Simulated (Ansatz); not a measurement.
`[SiH3]OB(Cl)Cl` + `[InH2][B]1CN1` → `ClB(Cl)B1CN1` + `[SiH3][O][InH2]` at 400 K and 1 bar (redistribution).

Gas-phase electronic energies from Ansatz, PBE0-D4/def2-TZVP geometries. CCSD(T)/CBS is the MP2 limit (def2-TZVPP, def2-QZVPP) plus CCSD(T) − MP2 in def2-TZVPP, frozen cores. def2 core potentials past Kr. For In outer-core shells are correlated without core-valence functions, which leaves a few kJ/mol of doubt a bond. Each species was taken in one conformer, which may not be the lowest.

| species | CCSD(T)/CBS energy (Eh) | H − E (kJ/mol) | S (J/(mol·K)) |
| --- | --- | --- | --- |
| `[SiH3]OB(Cl)Cl` | -1310.57934 | 128.2 | 388.2 |
| `[InH2][B]1CN1` | -310.30997 | 180.8 | 371.1 |
| `ClB(Cl)B1CN1` | -1063.75794 | 171.1 | 401.5 |
| `[SiH3][O][InH2]` | -557.10255 | 136.8 | 374.6 |

H − E and S are ideal-gas, rigid-rotor, harmonic terms from PBE0-D4/def2-TZVP, for one conformer and one mirror image of each species. 1 Eh = 2625.50 kJ/mol, R = 8.31446 J/(mol·K).

Question: By hand: ΔE, ΔH, ΔS and ΔG.

Answer: ΔE = (-1063.75794) + (-557.10255) − (-1310.57934) − (-310.30997) = 0.02882 Eh = 75.7 kJ/mol. Δ(H − E) = 171.1 + 136.8 − 128.2 − 180.8 = -1.1, so ΔH = 74.6 kJ/mol. ΔS = 401.5 + 374.6 − 388.2 − 371.1 = 16.8 J/(mol·K). ΔG = 74.6 − 400 × (16.8)/1000 = 67.9 kJ/mol.

Question: By hand: the equilibrium constant, and the temperature at which ΔG would vanish if ΔH and ΔS stayed fixed.

Answer: log₁₀ K = −ΔG/(RT ln 10) = -8.9. ΔG = 0 at ΔH/ΔS = 4440 K, far beyond where these terms or the molecules hold.

ΔH outweighs TΔS. A doubt of 5 kJ/mol in ΔE shifts log₁₀ K by 0.7 here. Other conformers and mirror images would add mixing entropy, several J/(mol·K) or more a flexible species. Modes under 60 cm⁻¹, often nearly free rotors, make the harmonic entropy too high. These are equilibria of isolated gas molecules and say nothing of rates. Largest T1 diagnostic: 0.015 (customary marks: 0.02 for closed shells, 0.045 for open ones).
